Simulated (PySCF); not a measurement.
## Electron correlation in Pt(65+) (platinum, charge +65)

[Ne] 3s2 3p1, 2P determinant. All numbers are calculated (PySCF 2.14, no relativity, point nucleus, in an uncontracted even-tempered set (16 s from 18 bohr⁻², ratio 2.5; 10 p from 24 bohr⁻², ratio 2.5; 4 d from 92 bohr⁻², ratio 2.7; 4 f from 140 bohr⁻², ratio 2.7)). Frozen: 1s2; 11 electrons correlated; the 17 highest virtual orbitals of each spin left out.

```csv
level,correlation energy (mhartree)
CCSD,-588.28
(T),-1.67
CCSD(T),-589.95
```

Diagnostics: T1 = 0.00073, D1 = 0.0031, largest double amplitude 0.083.

A non-relativistic calculation at this Z misses sizeable relativistic shifts. Spin-orbit coupling, absent here, splits the open shell strongly.

Cost of the coupled-cluster step: roughly 21 core-seconds, for 11 correlated electrons.

At this charge a non-relativistic calculation is a model, useful for the Z dependence of the correlation energy.
